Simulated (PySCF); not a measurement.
The vertical singlet excitations below were computed for one of the candidates. Method used: TDDFT CAM-B3LYP/def2-SVPD, vertical, gas phase, core orbitals frozen in the response in PySCF 2.14.0, density-fitted response routines. Geometries: GFN2-xTB, one conformer each.

```tsv
state	E (eV)	f
S1	3.24	0.0000
S2	5.47	0.253
S3	6.17	0.055
S4	6.85	0.036
S5	6.95	0.027
S6	7.11	0.011
S7	7.22	0.0065
S8	7.46	0.014
```

Triplets computed (Tamm–Dancoff): 2.88, 3.28, 6.04 eV.

Orbital energies (eV): HOMO-3 -11.90, HOMO-2 -11.56, HOMO-1 -8.83, HOMO -7.91, LUMO -0.45, LUMO+1 0.86, LUMO+2 1.58.

Task: Which structure fits?
A. `O=C1CCS[C@@H]1F`
B. `F[C@@H]1COC(=S)C1`
C. `O=C1CCCC1`

Result: B. Its S1, at 3.24 eV, is the lowest among the candidates; the nearest of the others has S1 at 4.13 eV. S1 is HOMO→LUMO (98%). S1 has the pattern of n→π* at C=S. At the same level the other candidates give, for their lowest levels:
- `O=C1CCCC1`: 4.31 eV (f 0.000); 6.92 eV (f 0.020); 7.82 eV (f 0.011); 7.96 eV (f 0.001); 7.99 eV (f 0.021); T1 3.79 eV; HOMO -8.54, LUMO 0.60 eV
- `O=C1CCS[C@@H]1F`: 4.13 eV (f 0.002); 5.32 eV (f 0.029); 5.78 eV (f 0.010); 6.92 eV (f 0.043); 7.26 eV (f 0.004); T1 3.57 eV; HOMO -8.76, LUMO -0.38 eV
